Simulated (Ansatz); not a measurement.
# Molecular dynamics of HF

input.yaml

```yaml
accuracy: low
crystal:
  lattice:
    - [5.464789, 0.0, 0.0]
    - [0.0, 5.464789, 0.0]
    - [0.0, 0.0, 5.464789]
  atoms:
    - { symbol: F, position: [1.11177532, 0.47905573, 0.45579136] }
    - { symbol: H, position: [1.17532732, 0.4102377, 0.31454179] }
    - { symbol: F, position: [0.77722831, -0.21454054, 0.30946463] }
    - { symbol: H, position: [0.47944909, -0.10559315, 0.09038754] }
    - { symbol: F, position: [0.30613758, 0.40083814, 1.03038161] }
    - { symbol: H, position: [0.38638626, 0.4469329, 0.88269353] }
    - { symbol: F, position: [0.44237939, 0.82469294, 0.93161541] }
    - { symbol: H, position: [0.44243908, 1.05107443, 0.76488309] }
    - { symbol: F, position: [0.86899317, 0.27303974, 0.88454559] }
    - { symbol: H, position: [0.98296117, 0.27317416, 0.73321457] }
    - { symbol: F, position: [0.35155602, 0.11870575, 0.6186729] }
    - { symbol: H, position: [0.76259949, -0.36450081, 0.40806648] }
basis:
  ecutwfc: 420.0
kpoints:
  mp_grid: { grid: [1, 1, 1] }
hamiltonian:
  xc: pbe
  dispersion: d3bj
scf:
  occupations: { method: fermi_dirac, width: 0.05 }
  lower_state_search: "off"
md:
  timestep: 0.5
  n_steps: 400
  ensemble: nvt_langevin
  temperature: 1000.0
  initial_velocities: maxwell_boltzmann
  seed: 910107
  friction: 0.01
```

Command:

```bash
$ ansatz run input.yaml --threads 1 --pin off --max-ram 3072MiB --backend cpu --events-out ev --progress --plain --runs-dir out
```

It goes on from the last frame of an earlier run, with new velocities.

Output, in part (step lines):

```
md step     0: t =     0.00 fs  T =   916.7 K  F+E_penalty+E_count = -4945.88233938 eV  E_kin = 1.421860 eV  (8 SCF iters)
md step     1: t =     0.50 fs  T =   971.7 K  F+E_penalty+E_count = -4945.93853996 eV  E_kin = 1.507258 eV  (7 SCF iters)
md step     2: t =     1.00 fs  T =   937.2 K  F+E_penalty+E_count = -4945.97814935 eV  E_kin = 1.453751 eV  (7 SCF iters)
md step     3: t =     1.50 fs  T =   918.8 K  F+E_penalty+E_count = -4945.97959186 eV  E_kin = 1.425193 eV  (8 SCF iters)
md step     4: t =     2.00 fs  T =   916.2 K  F+E_penalty+E_count = -4945.94107501 eV  E_kin = 1.421184 eV  (7 SCF iters)
md step     5: t =     2.50 fs  T =   824.6 K  F+E_penalty+E_count = -4945.87340487 eV  E_kin = 1.279062 eV  (6 SCF iters)
md step     6: t =     3.00 fs  T =   750.3 K  F+E_penalty+E_count = -4945.80824491 eV  E_kin = 1.163776 eV  (6 SCF iters)
md step     7: t =     3.50 fs  T =   684.1 K  F+E_penalty+E_count = -4945.76336537 eV  E_kin = 1.061143 eV  (6 SCF iters)
[... lines left out ...]
md step   399: t =   199.50 fs  T =  1077.6 K  F+E_penalty+E_count = -4946.03996736 eV  E_kin = 1.671441 eV  (6 SCF iters)
md step   400: t =   200.00 fs  T =  1165.2 K  F+E_penalty+E_count = -4946.12488097 eV  E_kin = 1.807333 eV  (7 SCF iters)
```

The steps, from the saved trajectory:

| time (fs) | T (K) | potential energy less start (eV) |
| --- | --- | --- |
| 0.0 | 917 | 0.000 |
| 6.5 | 812 | 0.164 |
| 13.0 | 908 | -0.007 |
| 19.5 | 988 | -0.216 |
| 26.0 | 1036 | 0.063 |
| 32.5 | 1212 | -0.344 |
| 39.0 | 951 | -0.061 |
| 45.5 | 802 | 0.384 |
| 52.0 | 985 | 0.442 |
| 58.5 | 1246 | 0.018 |
| 65.0 | 1104 | 0.060 |
| 71.5 | 1163 | 0.054 |
| 78.0 | 916 | 0.380 |
| 84.5 | 977 | 0.283 |
| 91.0 | 835 | 0.209 |
| 97.5 | 825 | 0.000 |
| 104.0 | 947 | -0.013 |
| 110.5 | 1105 | -0.387 |
| 117.0 | 1078 | -0.465 |
| 123.5 | 992 | -0.275 |
| 130.0 | 830 | -0.108 |
| 136.5 | 867 | -0.125 |
| 143.0 | 1101 | -0.389 |
| 149.5 | 872 | -0.138 |
| 156.0 | 1071 | -0.293 |
| 162.5 | 1340 | -0.428 |
| 169.0 | 1077 | -0.321 |
| 175.5 | 1075 | -0.306 |
| 182.0 | 1054 | -0.376 |
| 188.5 | 1099 | -0.124 |
| 195.0 | 1263 | -0.330 |

The run went to its last step. A run of 0.2 ps of so small a system gives no equilibrium averages. Limits of this set-up: coarse k mesh, low accuracy level.

Mean squared displacements from the first frame to the last, about the centre of mass: F 1.38 Å², H 2.80 Å².

Last frame:

```xyz
12
Lattice="5.4648 0.0000 0.0000 0.0000 5.4648 0.0000 0.0000 0.0000 5.4648" Properties=species:S:1:pos:R:3
F 6.212 2.321 1.837
H 6.820 2.424 1.139
F 4.610 -0.864 2.187
H 4.358 -1.281 0.644
F 1.881 2.409 5.196
H 2.365 3.248 5.021
F 3.749 3.960 5.407
H 1.352 5.689 1.236
F 5.351 0.655 3.943
H 4.889 -0.146 3.969
F 1.626 -0.687 1.147
H 5.380 -1.574 2.093
```

Time of the run: 4.7 min on 1 thread of Arm Neoverse V1, on a shared host, peak memory 0.29 GiB.
